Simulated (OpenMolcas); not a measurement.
Au5+ among 3 point charges of -2 e arranged as a planar triangle (D3h).

```yaml
Program: OpenMolcas 26.06
Method: CASSCF
Basis: ANO-RCC-VTZP [8s7p5d3f1g]
Scalar_Hamiltonian: DKH2, point nucleus
Active_space: 6 electrons in 5 orbitals (5d)
State_averaging: 2S+1 = 5 even, 5 roots; 2S+1 = 3 even, 45 roots; 2S+1 = 1 even, 50 roots
Spin-orbit_coupling: state interaction with AMFI integrals over the reference wave functions
```

All point charges move together. At R = 2.09 Å the first state of the same spin is 1853 cm-1, and at R = 2.2 Å it is 1616 cm-1.

Question: A third run gives 2366 cm-1. What distance was it run at?

Answer: With a power law R^-n the two known points give n = -ln(1616 / 1853) / ln(2.2 / 2.09) = 2.67. Then R = 2.09 × (1853 / 2366)^(1/2.67) = 1.907 Å. The run was at 1.91 Å, so the estimate is off by -0.003 Å.

Without dynamic correlation the repulsion within the d shell is too large (B by tens of per cent), so at a given field states of lower spin stand too high. Point charges give a weaker field than real ligands, and real ions of this kind are as a rule low spin; the high spin found here belongs to the model. Spin-orbit coupling mixes the spin-free states strongly: the lowest level takes only 51 % from its leading state, 5A1 (figures for R = 1.91; the like holds for R = 2.09, R = 2.2). Point charges carry no covalency, so the field is a model and not that of real ligands. No measured value stands beside these numbers.
